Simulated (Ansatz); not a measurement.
Reaction (ligand exchange at the Si–C bond): `C[CH]([SiH3])[AlH][AlH2]` + `N[SiH](O)Cl` → `N[SiH](Cl)O[SiH3]` + `C[CH2][AlH][AlH2]`

Isolated molecules relaxed with PBE0-D4/def2-TZVP in Ansatz; ΔE leaves out vibrations. CCSD(T)/CBS adds triple-zeta CCSD(T) − MP2 to the extrapolated MP2 energy (def2 sets, frozen cores). DFT in def2-TZVPP. B3LYP here is the variant with VWN-RPA as its local correlation; programs differ in this. Each species was taken in one conformer, which may not be the lowest.

```csv
level,ΔE (kJ/mol),difference from CCSD(T)/CBS
PBE-D4,-80.1,14.3
r2SCAN-D4,-92.4,2.0
PBE0-D4,-85.7,8.7
B3LYP-D4,-99.9,-5.5
ωB97X-V,-95.2,-0.8
ωB97M-V,-93.3,1.1
B2PLYP,-101.4,-7.0
PBE,-82.6,11.8
r2SCAN,-93.0,1.4
PBE0,-87.7,6.7
B3LYP,-103.9,-9.5
HF/def2-TZVPP,-124.2,-29.8
MP2/def2-TZVPP,-93.3,1.1
SCS-MP2/def2-TZVPP,-100.3,-5.9
CCSD/def2-TZVPP,-98.7,-4.3
CCSD(T)/def2-TZVPP,-94.0,0.4
HF/def2-QZVPP,-126.4,-32.0
MP2/def2-QZVPP,-94.2,0.2
SCS-MP2/def2-QZVPP,-101.2,-6.8
HF/CBS(def2),-126.7,-32.3
MP2/CBS(def2),-93.6,0.8
CCSD/CBS(def2),-99.1,-4.7
CCSD(T)/CBS,-94.4,0
```

Largest T1 diagnostic among the species: 0.011.

The D4 term adds +4.0 kJ/mol with B3LYP and +2.0 kJ/mol with PBE0; it sums over pairs of atoms, weighted by their polarisabilities, and B3LYP, whose exchange is more repulsive, gets the larger term. In def2-TZVPP, CCSD(T) changes the Hartree–Fock value by +30.2 kJ/mol (the triples alone add +4.7 kJ/mol) and MP2 by +31.0 kJ/mol.
